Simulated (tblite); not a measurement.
Record of a relaxation.

Compound: C₅H₁₁GaOSi.
SMILES with atom numbers: `[CH2:1]=[C:2]([GaH:3][O:4][SiH3:5])[CH:6]1[CH2:7][CH2:8]1` (hydrogens: H9, H10 on C1; H11 on Ga3; H12, H13, H14 on Si5; H15 on C6; H16, H17 on C7; H18, H19 on C8)

Computed with GFN2-xTB (tblite), gas phase: L-BFGS steps from a force-field or distance-geometry start until the largest atomic force falls under 0.01 eV/Å. 6 of its 263 geometries are shown.

Step 0: E = -633.5214 eV, largest atomic force 3.878 eV/Å
```
atom  x, y, z in Å  |  force x, y, z in eV/Å
C1     -0.062   -1.333   -1.250   -0.358   0.740   0.423
C2     -0.434   -0.220   -0.603    1.567  -0.109  -0.088
Ga3     1.002    0.439    0.914   -1.043   0.127  -3.733
O4      2.587    0.887    0.360    1.914  -0.539   1.307
Si5     4.019    0.451    1.240   -0.834   0.266  -1.555
C6     -1.697    0.461   -0.893   -0.834   0.421  -0.083
C7     -2.993   -0.307   -0.883   -0.619  -0.059  -0.191
C8     -2.639    0.567    0.285   -0.376   0.983   0.204
H9     -0.696   -1.759   -2.021    0.223  -0.143   0.072
H10     0.873   -1.785   -0.973    0.136  -0.357  -0.245
H11     0.715    0.045    2.224   -0.360  -0.595   2.933
H12     4.713   -0.572    0.418   -0.280   0.215   0.118
H13     4.839    1.637    1.396   -0.019   0.320  -0.109
H14     3.743   -0.075    2.559   -0.263  -0.229   0.423
H15    -1.713    1.310   -1.622    0.396  -0.613   0.865
H16    -2.916   -1.388   -0.659   -0.385   0.825  -0.506
H17    -3.815    0.069   -1.546    0.885  -0.818   0.588
H18    -2.432   -0.001    1.220    0.096   0.889  -0.714
H19    -3.105    1.584    0.376    0.154  -1.322   0.291
```

Step 52: E = -634.6874 eV, largest atomic force 0.074 eV/Å
```
atom  x, y, z in Å  |  force x, y, z in eV/Å
C1      0.047   -1.283   -1.460    0.026   0.025   0.029
C2     -0.382   -0.334   -0.642    0.020   0.022   0.068
Ga3     0.702    0.241    0.992   -0.058   0.004  -0.013
O4      2.442    0.069    1.118   -0.035   0.004  -0.023
Si5     4.048    0.305    1.256    0.067   0.031   0.008
C6     -1.654    0.414   -0.824    0.007   0.011   0.014
C7     -2.976   -0.294   -0.825   -0.020  -0.004   0.048
C8     -2.586    0.560    0.344    0.006   0.021   0.000
H9     -0.504   -1.589   -2.338   -0.015  -0.017  -0.024
H10     0.987   -1.786   -1.276    0.051  -0.023  -0.017
H11     0.115    1.057    2.206   -0.025   0.025  -0.002
H12     4.692   -0.554    0.258   -0.016   0.001  -0.005
H13     4.307    1.729    1.004    0.014  -0.041  -0.024
H14     4.449   -0.057    2.619   -0.039  -0.033  -0.004
H15    -1.549    1.275   -1.478   -0.027  -0.004  -0.026
H16    -2.984   -1.364   -0.685    0.047  -0.021  -0.021
H17    -3.753    0.064   -1.484    0.018   0.008  -0.005
H18    -2.313    0.057    1.266   -0.003  -0.011  -0.029
H19    -3.096    1.500    0.489   -0.016   0.003   0.025
```

Step 105: E = -634.7457 eV, largest atomic force 0.036 eV/Å
```
atom  x, y, z in Å  |  force x, y, z in eV/Å
C1      0.243   -0.943   -1.392   -0.009   0.006  -0.003
C2     -0.340   -0.020   -0.641   -0.014   0.000  -0.009
Ga3     0.674    0.798    0.919   -0.012  -0.011   0.007
O4      2.357    0.394    1.175    0.025  -0.003  -0.018
Si5     3.939    0.008    1.212   -0.013   0.029   0.012
C6     -1.738    0.450   -0.817   -0.007   0.000   0.013
C7     -2.869   -0.534   -0.769    0.000   0.000  -0.010
C8     -2.659    0.418    0.369    0.003   0.014  -0.013
H9     -0.256   -1.432   -2.219   -0.004   0.016  -0.001
H10     1.267   -1.245   -1.204    0.003   0.015   0.008
H11     0.098    1.817    1.973    0.005  -0.001  -0.011
H12     4.185   -0.987    0.162    0.005  -0.013   0.007
H13     4.693    1.238    0.952   -0.003  -0.007   0.007
H14     4.202   -0.536    2.545    0.009  -0.011   0.004
H15    -1.838    1.296   -1.492    0.013  -0.032  -0.003
H16    -2.620   -1.574   -0.616   -0.001   0.006   0.016
H17    -3.717   -0.379   -1.419   -0.015   0.002   0.003
H18    -2.266    0.013    1.298    0.016   0.013  -0.029
H19    -3.364    1.225    0.503    0.000  -0.023   0.021
```

Step 157: E = -634.7708 eV, largest atomic force 0.091 eV/Å
```
atom  x, y, z in Å  |  force x, y, z in eV/Å
C1      0.282   -0.548   -1.813   -0.012   0.018  -0.013
C2     -0.373    0.084   -0.847   -0.020  -0.029  -0.018
Ga3     0.676    0.830    0.724    0.011   0.012   0.044
O4      2.310    0.296    1.051    0.002  -0.028   0.000
Si5     3.828   -0.174    1.410    0.006  -0.045  -0.014
C6     -1.836    0.339   -0.882   -0.008   0.009  -0.015
C7     -2.769   -0.740   -0.395    0.022   0.019   0.004
C8     -2.586    0.511    0.407    0.013  -0.033  -0.005
H9     -0.208   -0.933   -2.698    0.003  -0.008   0.014
H10     1.351   -0.714   -1.745   -0.014   0.010   0.022
H11     0.208    1.959    1.716   -0.018  -0.004   0.012
H12     4.195   -1.249    0.479   -0.022   0.025   0.003
H13     4.686    1.000    1.231    0.013  -0.002   0.018
H14     3.820   -0.667    2.792    0.000   0.034  -0.028
H15    -2.163    0.922   -1.737   -0.031  -0.024   0.023
H16    -2.322   -1.653   -0.025   -0.020   0.044   0.000
H17    -3.703   -0.891   -0.917    0.025   0.016   0.001
H18    -2.011    0.412    1.327   -0.006   0.053  -0.026
H19    -3.396    1.226    0.463    0.055  -0.069  -0.021
```

Step 210: E = -634.8558 eV, largest atomic force 0.057 eV/Å
```
atom  x, y, z in Å  |  force x, y, z in eV/Å
C1      0.263    0.257   -2.238   -0.013  -0.023  -0.005
C2     -0.374    0.292   -1.073   -0.001  -0.003   0.053
Ga3     0.564    0.852    0.641    0.020  -0.019  -0.002
O4      2.129    0.182    1.039    0.015   0.016   0.010
Si5     3.529   -0.545    1.442    0.031  -0.039  -0.020
C6     -1.777   -0.133   -0.911   -0.002   0.020   0.003
C7     -2.172   -0.762    0.396    0.016   0.007   0.003
C8     -2.633    0.617    0.072   -0.026   0.047   0.007
H9     -0.216   -0.085   -3.148    0.038   0.010   0.005
H10     1.295    0.565   -2.319    0.034  -0.008  -0.032
H11     0.029    1.726    1.827   -0.012   0.016   0.032
H12     3.730   -1.665    0.515   -0.007   0.021   0.012
H13     4.591    0.457    1.312   -0.013   0.014  -0.006
H14     3.395   -1.018    2.824   -0.005   0.012  -0.024
H15    -2.247   -0.510   -1.812   -0.049   0.001  -0.030
H16    -1.380   -0.871    1.137   -0.002  -0.027   0.049
H17    -2.887   -1.568    0.397   -0.027  -0.045  -0.017
H18    -2.175    1.445    0.602    0.021   0.009  -0.019
H19    -3.675    0.772   -0.163   -0.017  -0.010  -0.018
```

Step 262: E = -634.9360 eV, largest atomic force 0.009 eV/Å
```
atom  x, y, z in Å  |  force x, y, z in eV/Å
C1      0.428   -0.520   -1.829    0.007  -0.003   0.001
C2     -0.385   -0.192   -0.831   -0.007   0.002   0.006
Ga3     0.438    0.232    0.978    0.004  -0.002  -0.002
O4      2.175    0.132    1.158    0.001  -0.001  -0.001
Si5     3.797    0.009    1.211   -0.004   0.003   0.001
C6     -1.852   -0.115   -0.949    0.001   0.002   0.000
C7     -2.676   -0.508    0.246   -0.003   0.000  -0.003
C8     -2.570    0.927   -0.136    0.007  -0.002  -0.006
H9      0.076   -0.762   -2.823   -0.003   0.002   0.000
H10     1.500   -0.558   -1.675   -0.003   0.000  -0.002
H11    -0.255    0.655    2.325   -0.002   0.000   0.002
H12     4.206   -0.962    0.190    0.001   0.000   0.001
H13     4.339    1.341    0.923   -0.002   0.000  -0.002
H14     4.152   -0.450    2.556    0.000  -0.002   0.002
H15    -2.248   -0.347   -1.932   -0.001   0.000   0.004
H16    -2.137   -0.842    1.129    0.003   0.002  -0.003
H17    -3.610   -1.024    0.081    0.002   0.000   0.000
H18    -1.958    1.575    0.486    0.000   0.001  -0.004
H19    -3.429    1.417   -0.570    0.000  -0.002   0.007
```

Task: Summarise the path.

Result: The energy falls by 1.4145 eV from step 0 to step 262; nine tenths of that is first reached at step 186. It rises by more than 0.2 meV at steps 182 and 187. The largest force goes from 3.878 to 0.009 eV/Å. Among the bonds Ga3–H11 changes most, from 1.398 to 1.573 Å; the atoms move by 1.209 Å rms after alignment.

Task: Follow the three bonds and two angles with the largest change from start to end.

Result: 
```csv
step,E above end (eV),largest force (eV/Å),Ga3–H11 (Å),C2–Ga3 (Å),O4–Si5 (Å),Ga3–O4–Si5 (°),C2–Ga3–H11 (°)
0,1.4145,3.878,1.398,2.190,1.736,121.7,115.4
11,0.5495,0.221,1.563,2.033,1.628,135.9,124.2
23,0.4035,0.301,1.590,2.033,1.634,150.0,129.7
34,0.2811,0.122,1.580,2.032,1.631,164.4,124.2
46,0.2548,0.088,1.574,2.033,1.631,166.4,124.1
57,0.2427,0.070,1.576,2.033,1.631,167.2,125.5
68,0.2307,0.077,1.576,2.029,1.630,171.8,124.8
80,0.2143,0.120,1.578,2.035,1.632,177.6,124.5
91,0.1956,0.075,1.574,2.033,1.632,172.0,124.7
103,0.1910,0.039,1.577,2.033,1.629,172.9,125.8
114,0.1886,0.028,1.575,2.030,1.628,174.3,126.6
125,0.1866,0.035,1.576,2.035,1.629,175.8,127.5
137,0.1812,0.045,1.579,2.038,1.629,177.3,126.4
148,0.1744,0.085,1.582,2.031,1.631,175.3,125.0
159,0.1638,0.081,1.574,2.030,1.629,178.1,126.7
171,0.1567,0.084,1.574,2.034,1.627,175.7,127.9
182,0.1482,0.201,1.571,2.038,1.625,175.4,128.7
194,0.1181,0.303,1.570,2.039,1.626,177.8,131.0
205,0.0859,0.101,1.574,2.038,1.628,176.2,129.3
216,0.0766,0.062,1.574,2.033,1.629,173.3,128.3
228,0.0579,0.191,1.573,2.039,1.626,169.6,129.0
239,0.0187,0.154,1.573,2.038,1.630,178.3,128.4
251,0.0012,0.046,1.574,2.032,1.627,176.2,129.9
262,0.0000,0.009,1.573,2.032,1.628,175.8,129.9
```

What follows is the cost of the whole relaxation. Hardware: one thread, Arm Neoverse N1 (aarch64), no GPU (shared host). Cost: 3.7 s of wall time.
